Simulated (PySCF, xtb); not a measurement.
C3H4FNSi. Atoms are numbered in the order given.

```xyz
10

N      1.3947    -0.8739     2.3408
C      1.3105    -1.0631     1.2014
C      1.1645    -1.2548    -0.2235
C      0.2959    -0.5187    -0.9343
Si    -0.8011     0.8102    -0.1833
F     -1.7265     1.3746    -1.3996
H      1.7987    -2.0254    -0.6749
H      0.2337    -0.7120    -2.0126
H     -1.6850     0.2317     0.8578
H      0.0185     1.9285     0.3448
```
Charge 0, spin multiplicity 1.

Geometry optimised at ωB97X-D3(BJ)/def2-SVP. The structure was generated by enumeration; whether it is a known compound was not checked. One conformer was computed; it need not be the lowest.

These are C-PCM-B3LYP/def2-SVP run with PySCF values and carry that method's errors.

The values are the electrostatic part of the solvation free energy, E(continuum) − E(gas) at the gas-phase geometry, in a cavity of scaled van der Waals radii (PySCF's table); cavitation and dispersion terms are not included. In vacuum the orbital gap is 6.01 eV. The dipole moment in vacuum is 2.67 D.

```json
[
 {"solvent": "water", "ε": "78.36", "ΔG(elec) (kcal/mol)": "-5.5", "dipole (D)": "3.60", "gap (eV)": "6.04"},
 {"solvent": "toluene", "ε": "2.37", "ΔG(elec) (kcal/mol)": "-3.0", "dipole (D)": "3.15", "gap (eV)": "6.03"},
 {"solvent": "chlorobenzene", "ε": "5.70", "ΔG(elec) (kcal/mol)": "-4.4", "dipole (D)": "3.41", "gap (eV)": "6.04"}
]
```

For comparison, GFN2-xTB/ALPB(water) (xtb, at the GFN2-xTB geometry, all terms of that model) gives -4.5 kcal/mol.
